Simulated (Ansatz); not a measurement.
Reaction (ligand exchange at the Si–O bond): `[SiH3]OC[SiH2]S` + `OCS` → `[SiH3]OCS` + `OC[SiH2]S`

Gas-phase electronic energies from Ansatz, PBE0-D4/def2-TZVP geometries. CBS: MP2 limit from def2 TZ/QZ plus the TZ coupled-cluster correction, frozen cores. Functionals use def2-TZVPP. B3LYP here is the variant with VWN-RPA as its local correlation; programs differ in this. Each species was taken in one conformer, which may not be the lowest.

| level | ΔE (kcal/mol) | difference from CCSD(T)/CBS |
| --- | --- | --- |
| LDA (SPW92) | -0.4 | -0.4 |
| B97M-V | -0.1 | -0.1 |
| B3LYP-D4 | 0.0 | 0.0 |
| CAM-B3LYP-D4 | 0.0 | 0.0 |
| ωB97M-V | -0.1 | -0.1 |
| B2PLYP | -0.2 | -0.2 |
| PBE-QIDH | -0.2 | -0.2 |
| PBE0 | -0.4 | -0.4 |
| r2SCAN0 | -0.3 | -0.3 |
| LC-ωPBE | -0.4 | -0.4 |
| MP2/def2-TZVPP | 0.0 | 0.0 |
| SCS-MP2/def2-TZVPP | 0.0 | 0.0 |
| CCSD/def2-TZVPP | 0.0 | 0.0 |
| CCSD(T)/def2-TZVPP | 0.0 | 0.0 |
| MP2/CBS(def2) | 0.0 | 0.0 |
| CCSD/CBS(def2) | 0.0 | 0.0 |
| CCSD(T)/CBS | 0.0 | 0 |

Largest T1 diagnostic among the species: 0.012.

Leaving LDA and LC-ωPBE aside and taking each functional with its dispersion term where it has one, the values, not all of them listed here, spread over 0.3 kcal/mol, from B2PLYP to BHLYP-D4.
